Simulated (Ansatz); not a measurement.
This Ansatz (a program for electronic structure) input (wB97M-V/def2-SVP) gives -0.49171 Eh with 5 basis functions.

Ansatz 0.2 input:
```yaml
crystal:
  periodic: [false, false, false]
  atoms:
    - {symbol: H, position_ang: [0.00000000, 0.00000000, 0.00000000]}
basis:
  gaussian:
    orbitals: def2-SVP
hamiltonian:
  xc: {name: wB97M-V}
magnetization: {spin_polarized: true, initial_magnetization: 1}
scf: {lower_state_search: full}
```

Change:
```diff
- orbitals: def2-SVP
+ orbitals: aug-pcseg-2
```

Problem. What does the run give now?

Solution. -0.49446 Eh (wB97M-V/aug-pcseg-2, 23 functions), a change of -2.75 mEh.
